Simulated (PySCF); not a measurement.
B(GeH3)(OH)2 (BGeH5O2), SMILES O[B](O)[GeH3].

Geometry optimised at ωB97X-D3(BJ)/def2-SVP. This is a generated structure with no PubChem entry under its InChIKey; it may be hypothetical. The values are those of a single conformer.

All values below come from TDDFT-PBE/def2-SVPD run with PySCF 2.14.0.

Vertical excitations. The molecule is in vacuum.

```
state  energy (eV)  λ (nm)      f                                              main pairs
-----  -----------  ------  -----  ------------------------------------------------------
S1            5.93     209  0.023                        HOMO→LUMO+1 54 %, HOMO→LUMO 45 %
S2            6.12     203  0.022                        HOMO→LUMO 52 %, HOMO→LUMO+1 45 %
S3            6.65     186  0.007                                        HOMO→LUMO+2 94 %
S4            7.12     174  0.000                    HOMO−1→LUMO+1 80 %, HOMO−1→LUMO 20 %
S5            7.20     172  0.015                      HOMO→LUMO+3 55 %, HOMO−2→LUMO 36 %
S6            7.21     172  0.008                                        HOMO−3→LUMO 86 %
S7            7.31     170  0.056  HOMO−2→LUMO+1 49 %, HOMO→LUMO+3 28 %, HOMO−2→LUMO 18 %
S8            7.40     167  0.057                                      HOMO−3→LUMO+1 91 %
S9            7.58     163  0.073  HOMO−2→LUMO+1 39 %, HOMO−2→LUMO 33 %, HOMO→LUMO+6 10 %
S10           7.61     163  0.037  HOMO−1→LUMO 43 %, HOMO→LUMO+4 35 %, HOMO−1→LUMO+1 12 %
T1            5.23     237      0                                          HOMO→LUMO 95 %
T2            5.81     213      0                                        HOMO→LUMO+1 96 %
T3            6.32     196      0                                        HOMO→LUMO+2 97 %
T4            6.55     189      0                                        HOMO−1→LUMO 96 %
```
Triplets are in the Tamm–Dancoff approximation, which puts them higher than full response would, so one can lie above its singlet here.
